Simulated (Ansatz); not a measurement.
`C[SiH2][NH][AlH2]` + `OC1=NCN1` → `CN1CN=C1O` + `[AlH2][NH][SiH3]`  (substitution at a C–Si bond)

Gas-phase electronic energies from Ansatz, PBE0-D4/def2-TZVP geometries. CCSD(T)/CBS adds triple-zeta CCSD(T) − MP2 to the extrapolated MP2 energy (def2 sets, frozen cores). Functionals use def2-TZVPP. B3LYP here is the variant with VWN-RPA as its local correlation; programs differ in this. One conformer a species, not always the lowest.

`C[SiH2][NH][AlH2]`:

```xyz
12

C     0.652   -1.910   -0.226
Si    0.431   -0.141   -0.783
N     0.126    0.945    0.530
Al   -1.307    1.950    0.854
H     0.845   -2.561   -1.083
H     1.499   -2.003    0.460
H    -0.241   -2.274    0.286
H     1.655    0.266   -1.534
H    -0.739   -0.032   -1.696
H     0.885    1.025    1.195
H    -1.280    2.869    2.145
H    -2.527    1.866   -0.148
```

`OC1=NCN1`:

```xyz
9

O     0.799    1.529    1.057
C     0.273    0.611    0.264
N    -0.538    0.697   -0.730
C    -0.471   -0.779   -0.750
N     0.565   -0.740    0.320
H     0.448    2.386    0.782
H    -0.098   -1.200   -1.686
H    -1.403   -1.259   -0.443
H     0.426   -1.246    1.186
```

`CN1CN=C1O`:

```xyz
12

C     1.504    0.029    0.277
N     0.130    0.465    0.239
C    -0.603    0.793   -1.008
N    -1.715   -0.083   -0.573
C    -0.948   -0.375    0.418
O    -1.084   -1.219    1.427
H     2.159    0.880    0.083
H     1.727   -0.761   -0.455
H     1.730   -0.349    1.274
H    -0.866    1.850   -1.094
H    -0.100    0.434   -1.909
H    -1.934   -1.665    1.320
```

`[AlH2][NH][SiH3]`:

Z-matrix (Å, degrees):
```
Si
N 1 1.727
H 1 1.490 2 112.2
H 1 1.485 2 107.4 3 -119.7
H 1 1.490 2 112.2 3 120.6
Al 2 1.782 1 129.3 3 119.7
H 2 1.012 1 114.6 3 -60.3
H 6 1.583 2 117.4 1 180.0
H 6 1.580 2 118.1 1 0.0
```

Task: Is it downhill or uphill in electronic energy at CCSD(T)/CBS, and by how much? (Estimate.)

Result: Computed: Uphill: ΔE = +64.9 kJ/mol.

Task: What do these levels give: r2SCAN-D4, PBE0-D4, r2SCAN, PBE0, B3LYP, HF/def2-TZVPP, MP2/def2-TZVPP, SCS-MP2/def2-TZVPP, HF/def2-QZVPP, SCS-MP2/def2-QZVPP, MP2/CBS(def2), CCSD/CBS(def2)? (Estimate.)

Result: The calculation gave: r2SCAN-D4 66.8, PBE0-D4 64.8, r2SCAN 67.1, PBE0 65.5, B3LYP 62.0, HF/def2-TZVPP 57.3, MP2/def2-TZVPP 63.9, SCS-MP2/def2-TZVPP 59.9, HF/def2-QZVPP 57.4, SCS-MP2/def2-QZVPP 61.6, MP2/CBS(def2) 66.5, CCSD/CBS(def2) 65.2 kJ/mol.

Largest T1 diagnostic among the species: 0.013.

In def2-TZVPP, CCSD(T) changes the Hartree–Fock value by +4.9 kJ/mol (the triples alone add −0.3 kJ/mol) and MP2 by +6.5 kJ/mol.
